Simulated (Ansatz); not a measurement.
Br$_{2}$HInS$_{2}$ (`S[S][In]([Br])[Br]`), relaxed with RKS PBE0-D4/def2-TZVP in the Gaussian-basis code of Ansatz from a GFN2-xTB geometry. The force threshold is 0.005 eV/Å; the program also tests the step.

Charge 0, multiplicity 1. In: def2 effective core potential.

Start:

```xyz
6

S     2.052    0.176    1.156
S     0.654    1.471    0.494
In   -1.253    0.001   -0.291
Br   -3.538    0.797   -1.003
Br   -0.655   -2.451   -0.372
H     2.742    0.006    0.016
```

(1) By how much does the energy fall, and how many steps does the optimiser take? (Estimate.)

(2) Which bonds change most? (Estimate.)

(3) Give the relaxed structure. (Estimate.)

Answers

(1) The calculation gave: 15.99 kJ/mol, in 13 steps, 1 of them rejected.

(2) The calculation gave: S2–In3 from 2.533 to 2.389 Å; In3–Br5 from 2.525 to 2.447 Å; In3–Br4 from 2.522 to 2.452 Å; S1–S2 from 2.018 to 2.057 Å.

(3) Computed: 
```xyz
6

S     2.007    0.167    1.131
S     0.537    1.458    0.494
In   -1.157   -0.048   -0.261
Br   -3.340    0.808   -0.977
Br   -0.738   -2.457   -0.361
H     2.691    0.072   -0.025
```
